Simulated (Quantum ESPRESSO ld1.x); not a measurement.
Species: Pb I. Configuration: [Hg] 6p2. All-electron calculation, scalar-relativistic Kohn-Sham, LDA (Slater exchange, VWN5 correlation), spin-polarised, spherical densities, point nucleus; open shells are filled with parallel spins first. Program: ld1.x of Quantum ESPRESSO 7.5.

Normalised radial functions P(r) = r R(r), r in bohr:

```
   r/bohr * 5p up, o 7s up (the largest magnitude, 1.2, reaches the edge; | marks zero, & curves that meet)
    0.002                             &
 0.002798                             &
 0.003916                             o*
  0.00548                             |&
 0.007668                             |o*
  0.01073                             o  *
  0.01514                             o   *
  0.02118                             o     *
  0.02964                            o|      *
  0.04147                            o|      *
  0.05803                            o|  *
  0.08121                          *  o
   0.1136                   *         |o
   0.1603                      *      |o
   0.2243                            o|    *
   0.3139                           o |              *
   0.4392                             o     *
   0.6146              *              | o
   0.8601  *                          |o
    1.213         *                 o |
    1.698                     *   o   |
    2.376                           & |
    3.324                             *  o
    4.652                             *       o
     6.51                             *        o
    9.182                             *      o
    12.85                             *  o
    17.98                             *o
    25.16                             &
```

5p up: eigenvalue -85.873 eV, 3 radial nodes at r = 0.0694, 0.200, 0.486 bohr, <r> = 0.977 bohr, 90 % of the charge inside 1.41 bohr. 7s up (empty): eigenvalue -0.637 eV, 6 radial nodes at r = 0.0187, 0.0753, 0.194, 0.436, 0.998, 2.82 bohr, <r> = 7.56 bohr, 90 % of the charge inside 11.4 bohr.
